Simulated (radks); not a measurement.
Question: Calculated with a radial shooting solver on a logarithmic mesh with Libxc functionals: scalar-relativistic Kohn-Sham, PBE, spin-polarised, spherical densities, point nucleus; open shells are filled with parallel spins first. Each species is in its NIST ground configuration. Rank S+, Al+, Cl+, Mg+, P+, Si+, Ar+ by radius at which the density is 0.001 e/bohr^3 (bohr), largest first.

Answer: Si+ 3.92, Al+ 3.89, P+ 3.81, Mg+ 3.79, S+ 3.67, Cl+ 3.56, Ar+ 3.44.
